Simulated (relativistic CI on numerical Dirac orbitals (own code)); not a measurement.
**Cl6+: computed level list**

Calculated at this level of theory: Dirac-Coulomb-Breit CI, KLI orbitals optimised for each configuration, model QED, unscaled Slater integrals (own radial code, finite nucleus).

Configuration list (outside the closed core [Ne]): 3s, 3p, 3d, 4s, 4p, 4d, 4f, 5s, 5p, 5d, 5f, 5g, 6s, 6p, 6d, 7s, 7p. Levels of other configurations are missing.

The lowest level is 3s 2S_1/2, with 100 % of that term; Hund's rules for 3s give 2S with J = 1/2, in agreement.

```csv
No.,Configuration,Term,J,E (eV),%,Landé g,Lifetime (s),jj configuration (%)
1,3s,2S,1/2,0.0000,100,2.002,,3s (100)
2,3p,2P°,1/2,15.2335,100,0.666,4.74e-10,3p1/2 (100)
3,3p,2P°,3/2,15.4641,100,1.334,4.52e-10,3p3/2 (100)
4,3d,2D,3/2,35.9423,100,0.799,1.53e-10,3d3/2 (100)
5,3d,2D,5/2,35.9485,100,1.200,1.57e-10,3d5/2 (100)
6,4s,2S,1/2,57.1919,100,2.002,4.99e-11,4s (100)
7,4p,2P°,1/2,62.8032,100,0.666,1.02e-10,4p1/2 (100)
8,4p,2P°,3/2,62.8872,100,1.334,1.04e-10,4p3/2 (100)
9,4d,2D,3/2,70.2325,100,0.799,1.28e-10,4d3/2 (100)
10,4d,2D,5/2,70.2354,100,1.200,1.27e-10,4d5/2 (100)
11,4f,2F°,5/2,71.9347,100,0.857,2.75e-11,4f5/2 (100)
12,4f,2F°,7/2,71.9368,100,1.143,2.75e-11,4f7/2 (100)
13,5s,2S,1/2,79.8522,100,2.002,6.84e-11,5s (100)
14,5p,2P°,1/2,82.5160,100,0.666,1.25e-10,5p1/2 (100)
15,5p,2P°,3/2,82.5562,100,1.334,1.28e-10,5p3/2 (100)
16,5d,2D,3/2,86.0488,100,0.799,1.44e-10,5d3/2 (100)
17,5d,2D,5/2,86.0505,100,1.200,1.43e-10,5d5/2 (100)
18,5f,2F°,5/2,86.9473,100,0.857,4.97e-11,5f5/2 (100)
19,5f,2F°,7/2,86.9484,100,1.143,4.97e-11,5f7/2 (100)
20,5g,2G,7/2,86.9821,100,0.889,9.75e-11,5g7/2 (100)
21,5g,2G,9/2,86.9828,100,1.111,9.76e-11,5g9/2 (100)
22,6s,2S,1/2,91.1535,100,2.002,1.01e-10,6s (100)
23,6p,2P°,1/2,92.6216,100,0.666,1.71e-10,6p1/2 (100)
24,6p,2P°,3/2,92.6439,100,1.334,1.75e-10,6p3/2 (100)
25,6d,2D,3/2,94.5811,100,0.799,1.86e-10,6d3/2 (100)
26,6d,2D,5/2,94.5822,100,1.200,1.85e-10,6d5/2 (100)
27,7s,2S,1/2,97.6010,100,2.002,1.45e-10,7s (100)
28,7p,2P°,1/2,98.4945,100,0.666,2.55e-10,7p1/2 (100)
29,7p,2P°,3/2,98.5082,100,1.334,2.59e-10,7p3/2 (100)
```

Energies count from the lowest computed level; ° marks odd parity; lifetimes are radiative, by E1, M1, E2, M2 decay to levels of this space only. Filled j subshells are mostly left out of the jj labels.

The mean weight of the leading LS term, summed over parents, in these 29 levels is 100 %, and that of the leading jj configuration (from the same eigenvectors) 100 %.

At this charge configurations can still be misplaced by up to about 7 % of their energy. 14 of the 14 excited levels that our extract of the measured tables holds in this range could be paired (the sources list more); they are missed by 2378 cm⁻¹ on average and 4123 at most, and levels without a partner can miss by more.
